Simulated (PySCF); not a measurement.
Spectra and structures to be paired. The calculation used TDDFT CAM-B3LYP/def2-SVPD, vertical, gas phase, core orbitals frozen in the response (PySCF 2.14.0, density-fitted response routines). Geometries: PBE0-D3(BJ)/def2-SVP; one conformer of each isolated species. Triplets are in the Tamm–Dancoff approximation. Atoms past krypton carry core potentials; spin–orbit coupling is left out. Ions are computed without counter-ions or solvent.

A. `FC(F)=C(F)C1=CC=CO1`
B. `[NH3]->[Ag+](<-[NH3])<-[NH3]`
C. `C#CC#CC1=CC=C(OC)C=C1`
D. `C#C[Si@H](C#CC)O[SiH2]P`
E. `[O]=[W-](=[O])(=[O])[Cl]`

Lowest singlet levels (six at most, fewer where fewer were computed) with oscillator strengths:

1. 4.32 eV (f 0.375); 4.32 eV (f 0.001); 4.52 eV (f 0.000); 4.86 eV (f 0.015); 5.50 eV (f 0.582); 6.15 eV (f 0.003); T1 3.06 eV
2. 5.65 eV (f 0.001); 5.87 eV (f 0.001); 5.94 eV (f 0.001); 6.05 eV (f 0.001); 6.19 eV (f 0.002); 6.26 eV (f 0.001)
3. 5.18 eV (f 0.486); 5.96 eV (f 0.003); 6.32 eV (f 0.003); 6.49 eV (f 0.002); 6.79 eV (f 0.000); 7.18 eV (f 0.136); T1 3.06 eV
4. 5.69 eV (f 0.037); 5.71 eV (f 0.038); 6.45 eV (f 0.000); 6.62 eV (f 0.000); 6.64 eV (f 0.000); 6.66 eV (f 0.000 summed over 2 states); T1 5.17 eV
5. 5.34 eV (f 0.001 summed over 2 states); 5.67 eV (f 0.000); 5.71 eV (f 0.014); 5.93 eV (f 0.015 summed over 2 states); 5.95 eV (f 0.002); 6.19 eV (f 0.007 summed over 2 states) [of 10 roots; the last level is left out, as the window may have cut its degenerate partner]; T1 5.06 eV

Problem. Match each spectrum to its molecule.

Solution. 1 = C, 2 = D, 3 = A, 4 = B, 5 = E.
- A: S1 at 5.18 eV, HOMO→LUMO (97%); Löwdin shares by element: HOMO carbon 59% or more (atoms not listed hold the other 41%); LUMO carbon 56% or more (atoms not listed hold the other 44%); HOMO -7.65 and LUMO 0.01 eV.
- B: S1 at 5.69 eV, HOMO→LUMO (93%); for S1 the Löwdin share of silver is 63% in HOMO and 52% in LUMO; HOMO -12.85 and LUMO -3.72 eV.
- C: S1 at 4.32 eV, HOMO→LUMO (72%), HOMO-1→LUMO+2 (19%); Löwdin shares by element: HOMO carbon 37% or more, oxygen 10% (atoms not listed hold the other 53%); LUMO carbon 46% or more (atoms not listed hold the other 54%); HOMO -7.33 and LUMO -0.36 eV.
- D: S1 at 5.65 eV, HOMO-1→LUMO (64%); Löwdin shares by element: HOMO phosphorus 56%, silicon 13% or more, hydrogen 11% or more (atoms not listed hold the other 20%); LUMO carbon 39% or more, silicon 19% or more (atoms not listed hold the other 42%); HOMO -8.63 and LUMO 0.25 eV.
- E: S1 at 5.34 eV, HOMO→LUMO+1/LUMO+2 (≥65%), HOMO-2/HOMO-1→LUMO+1/LUMO+2 (≥22%); for S1 the Löwdin share of tungsten is 5% in HOMO and 54% in LUMO+1 (ligand-to-metal charge transfer by this measure); HOMO -5.17 and LUMO 4.04 eV; point group C3v, 1 of its 9 listed states under f = 0.0005.
B and D have S1 within 0.04 eV of each other; their strongest listed levels stand at 5.71 eV (f 0.038) and 6.19 eV (f 0.002).

A slash joins orbitals within 0.01 eV of each other, whose weights are summed (≥ marks a lower bound).
